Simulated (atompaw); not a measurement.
What one change does to a pseudopotential (Mn (Z = 25), PAW (atompaw))

```
Element                 : manganese
Generator               : atompaw 4.2.0.5
Type                    : PAW
Functional              : LDA (PW92)
Relativity              : scalar-relativistic
Frozen core             : [Ar]
Valence charge          : 7
Reference configuration : 3d5 4s1.75 4p0.25
Partial waves           : 4s (bound): rc 3.00 bohr; 4s channel at 0.6 Ry: rc 3.00 bohr; 4p (bound): rc 3.00 bohr; 4p channel at 3.95 Ry: rc 3.00 bohr; 3d (bound): rc 1.80 bohr; 3d channel at -0.1 Ry: rc 1.80 bohr
Local potential         : vpsmatchnc scheme with l = 3 at 0 Ry, radius 2.70 bohr
Core correction         : smooth core density matched at 2.60 bohr
Augmentation charge     : sinc compensation charge, radius 2.20 bohr; PAW radius 3.00 bohr; waves and projectors: custom polynom2 7 10 vanderbiltortho
```

All-electron outer shells of the reference configuration (LDA (PW92), scalar-relativistic, ld1.x):

```tsv
shell	level (eV)	outermost node (bohr)	outermost maximum (bohr)
3s	-85.83	0.34	0.74
3p	-54.92	0.31	0.75
3d	-7.42	–	0.75
4s	-5.56	1.05	2.47
4p	-1.69	1.16	3.34
```

Change: all radii scaled by about 1.07 (s 3.22, p 3.22, d 1.94 bohr); local potential vpsmatchnc scheme with l = 3 at 0 Ry, radius 2.90 bohr; augmentation sinc compensation charge, radius 2.36 bohr; PAW radius 3.22 bohr; waves and projectors: custom polynom2 7 10 vanderbiltortho; core correction smooth core density matched at 2.80 bohr.

Cutoffs: the cutoffs (Ry, on a coarse ladder) from which the occupation-weighted sum of valence levels, in a spherical-Bessel basis at the reference potential, stays within 10 and 1 mRy of its value at 400 Ry; they do not see the model core or the augmentation charge, which bear on the density cutoff.

Question: What does the change do?

Answer: The potential gets softer (25 Ry and 110 Ry → 21 Ry and 35 Ry); neither file shows a bound ghost. A larger radius leaves more room for a smooth pseudo-wave, so fewer plane waves are needed.

```csv
quantity,base,changed
"cutoff, loose",25 Ry,21 Ry
"cutoff, tight",110 Ry,35 Ry
loose cutoff by channel (10 mRy a level),"s 6 Ry, p 6 Ry, d 21 Ry","s 6 Ry, p 6 Ry, d 18 Ry"
bound ghosts,none,none
lowest overlap eigenvalue by channel,"s 0.86, p 0.75, d 0.95","s 0.78, p 0.69, d 0.94"
```

 The cutoffs see the waves, projectors and local potential, not the compensation charge or the core.
